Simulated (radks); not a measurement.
Results of a calculation; reference values are marked as such.
Problem. These are the eigenvalues of the occupied orbitals of an atom or ion with whole-number occupations (hartree). Level of theory: Dirac Kohn-Sham, BLYP, spin-unpolarised, spherical densities, finite nucleus; Fermi nuclear charge, rms radius of each element as measured or else 0.836 A^(1/3) + 0.57 fm (a radial shooting solver on a logarithmic mesh with Libxc functionals).

1s1/2: -1903.653
2s1/2: -315.3959
2p1/2: -299.7626
2p3/2: -272.3164
3s1/2: -69.92730
3p1/2: -63.12178
3p3/2: -57.45689
3d3/2: -45.71755
3d5/2: -44.48142
4s1/2: -13.83062
4p1/2: -11.16408
4p3/2: -9.90185
4d3/2: -5.50878
4d5/2: -5.28088
5s1/2: -1.73136
5p1/2: -1.01611
5p3/2: -0.85547
6s1/2: -0.13154
4f5/2: -0.11399
4f7/2: -0.08530

Which element is it, and in what charge state? The configuration may be excited. Open shells, if any, fill j = l - 1/2 first.

Solution. Z = 65, terbium, charge 0: Tb in [Xe] 4f9 6s2. The list shows which subshells hold electrons but not how many an open one holds; the 1s level, -1903.7 hartree, gives Z - s = 61.7 by -(Z - s)^2/2, which with screening and relativity narrows Z to a few neighbours, and the depths of the outer levels then fix element, charge and occupations together.
